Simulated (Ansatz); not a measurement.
Z-matrix (Å, degrees):
```
Si
O 1 1.724
O 1 1.614 2 105.6
Al 1 2.573 2 49.1 3 -119.4
O 1 1.618 2 113.0 3 117.4
O 1 1.599 2 91.4 3 -122.5
H 2 0.960 1 124.4 3 -22.1
H 3 0.958 1 118.1 2 142.1
Cl 4 2.095 1 119.1 2 84.1
Cl 4 2.094 1 122.2 2 -83.1
H 5 0.959 1 117.4 2 80.0
```

Charge 0, multiplicity 1. The bonds changed during the relaxation, so this is another structure than the one it started from.

**Question.** List the B3LYP/def2-TZVPP orbital energies in eV (the Gaussian-basis code of Ansatz). (Best estimate.)

**Answer.** Computed: Occupied: -2761.84, -2761.82, -1801.33, -1525.65, -522.67, -521.58, -521.57, -520.37, -256.61, -256.58, -195.60, -195.57, -195.51, -195.50, -195.48, -195.48, -145.61, -113.48, -100.99, -100.94, -100.91, -74.16, -74.09, -74.07, -29.81, -28.76, -28.26, -26.79, -21.90, -21.62, -17.31, -16.27, -15.46, -13.50, -12.87, -12.12, -11.48, -11.24, -10.70, -10.53, -10.40, -10.15, -9.84, -9.36, -8.92, -8.88, -8.59, -8.35. Lowest empty: -0.84, 0.23, 0.55, 0.70, 1.54, 2.21, 2.53, 2.59.

B3LYP here is the variant with VWN-RPA as its local correlation; programs differ in this.
